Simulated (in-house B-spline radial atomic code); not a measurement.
A fraction x of an electron is moved 4d → 4f in In5+, starting from [Kr] 4d8 and keeping the highest spin. Method: scalar-relativistic (X2C) BHandHLYP, spin-polarised, spherical fractional occupations, Fermi nucleus of rms radius 4.6156 fm. Calculated with a B-spline radial code for spherical atoms.

Caution: exact exchange at fractional occupations of open shells leaves self-interaction of up to several eV.

```csv
x,E(x) - E(0) (eV),4d down level (eV),4f up level (eV)
0,0.0000,-83.414,-
0.125,6.9828,-83.832,-27.949
0.25,13.9673,-84.210,-28.350
0.375,20.9457,-84.551,-28.764
0.5,27.9124,-84.856,-29.182
0.625,?,?,?
0.75,?,?,?
0.875,48.7018,-85.580,-30.417
1,55.5836,-85.762,-30.820
```

**Question.** What belongs in the row x = 0.625?

**Answer.** An energy change of 34.8630 eV; 4d down at -85.128 eV, 4f up at -29.597 eV.

**Question.** What belongs in the row x = 0.75?

**Answer.** An energy change of 41.7940 eV; 4d down at -85.369 eV, 4f up at -30.009 eV.

**Question.** Check Janak's theorem between x = 0.125 and 0.25.

**Answer.** The slope of the energy is 55.88 eV; the orbital levels give 55.87 eV (ε of the receiving orbital less ε of the emptying one, averaged over the two points).
